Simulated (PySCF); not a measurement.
# Polarisability and C₆ of Cu (copper, neutral)

[Ar] 3d10 4s1, 2S determinant. Calculation: PySCF 2.14, in aug-cc-pVDZ-PP with ECP10MDF; a scalar-relativistic core potential. Coupled (time-dependent) response in atomic units; α is the mean over directions. A double-zeta set is small for polarisabilities.

```
 method  mean α (bohr³)  C₆ (like pair)  S(−4)
    UHF           70.65           479.1   5040
    PBE           39.89           224.8   1354
   PBE0           44.18           257.8   1728
   BLYP           37.61           207.4   1188
wB97M-V           49.75           298.7   2324
```

S(−4) is the Cauchy moment in α(ω) = α(0) + S(−4) ω² + …

Reference α: 46.5 ± 0.5 bohr³ (recommended; Schwerdtfeger and Nagle, table of static dipole polarizabilities (2023 update)). Published C₆: 253.0 (Chu and Dalgarno (2004); Tang, Norbeck and Certain (1976)).

Hartree-Fock lies above the reference because it lacks correlation, which contracts the outer shell.

α(iu) at wB97M-V:

```tsv
u (hartree)	α(iu) (bohr³)
0	49.75
0.0500	44.63
0.100	34.53
0.200	19.17
0.300	11.68
0.500	5.821
0.750	3.409
1.00	2.426
1.50	1.600
2.00	1.219
3.00	0.8088
5.00	0.4259
```

Energies and moments cover only the electrons outside the core potential.
